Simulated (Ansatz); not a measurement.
Cost and result for the atomization energy of CH$_{3}$BrOSi (`BrC1O[SiH2]1`) (7 atoms, 7 bonds).

Total charge 0; spin multiplicity 1. Correlated methods include outer-core shells of Br, which these sets cover unevenly. Scalar relativity is left out up to krypton. The geometry is a stationary point of PBE0-D4/def2-TZVP. Program: Ansatz. All runs use 2 threads of an Arm Neoverse V2 on a shared host. Times are those of one run each, without the atoms' runs, and a repeat can differ threefold. Electronic energies, without spin–orbit coupling; frozen cores. CCSD(T)/CBS adds CCSD(T) − MP2 in def2-TZVPP to the MP2 limit, and its time is that of the two runs behind it. T1 = 0.012. With those shells the extrapolation isn't a true limit. HSE06 is the plane-wave form, built on full-range PBE exchange.

CCSD(T)/CBS is a level of theory with its own doubt, some kJ/mol a heavy atom from the limit and from the frozen cores, so smaller differences don't rank the functionals.

```
                          level  functions  wall time
           revPBE-D4/def2-TZVPP        194      2.1 s
PBE-D4/def2-TZVPP (with forces)        194      2.6 s
             PBE0-D4/def2-TZVPP        194      2.9 s
            BHLYP-D4/def2-TZVPP        194      3.2 s
            HSE06-D4/def2-TZVPP        194      3.4 s
        CAM-B3LYP-D4/def2-TZVPP        194      3.6 s
               CCSD(T)/def2-SVP         93      4.1 s
              B2PLYP/def2-TZVPP        194      5.5 s
          r2SCANh-D4/def2-TZVPP        194        6 s
              B97M-V/def2-TZVPP        194      9.5 s
                 MP2/def2-QZVPP        363       17 s
             CCSD(T)/def2-TZVPP        194       87 s
              CCSD(T)/CBS(def2)          –      100 s
```

Question: What atomization energy does each give, and how far from CCSD(T)/CBS? (Best estimate.)

Answer: Ansatz gave: 
| level | atomization (kJ/mol) | difference from CCSD(T)/CBS | per bond |
| --- | --- | --- | --- |
| revPBE-D4/def2-TZVPP | 2319.2 | -10.8 | -1.5 |
| PBE-D4/def2-TZVPP (with forces) | 2388.0 | 58.0 | 8.3 |
| PBE0-D4/def2-TZVPP | 2321.0 | -9.0 | -1.3 |
| BHLYP-D4/def2-TZVPP | 2211.6 | -118.4 | -16.9 |
| HSE06-D4/def2-TZVPP | 2323.6 | -6.4 | -0.9 |
| CAM-B3LYP-D4/def2-TZVPP | 2315.0 | -15.0 | -2.1 |
| CCSD(T)/def2-SVP | 2131.5 | -198.5 | -28.4 |
| B2PLYP/def2-TZVPP | 2287.3 | -42.7 | -6.1 |
| r2SCANh-D4/def2-TZVPP | 2315.8 | -14.2 | -2.0 |
| B97M-V/def2-TZVPP | 2327.5 | -2.5 | -0.4 |
| MP2/def2-QZVPP | 2364.6 | 34.6 | 4.9 |
| CCSD(T)/def2-TZVPP | 2250.1 | -79.9 | -11.4 |
| CCSD(T)/CBS(def2) | 2330.0 | 0.0 | 0.0 |

At CCSD(T), def2-SVP lies −198.5 kJ/mol from the extrapolated value and def2-TZVPP −79.9 kJ/mol: correlation converges slowly with the basis, and small sets miss more of it in the bonded molecule than in its fragments. From r2SCAN to r2SCAN0 (25 % exact exchange), in def2-TZVPP and without D4, the atomization energy moves by −61.4 kJ/mol: exact exchange takes away binding that semilocal exchange gives to molecules. In def2-TZVPP, CCSD(T) changes the Hartree–Fock value by +686.8 kJ/mol (the triples alone add +51.4 kJ/mol) and MP2 by +753.6 kJ/mol; breaking electron pairs costs correlation energy, which Hartree–Fock lacks.
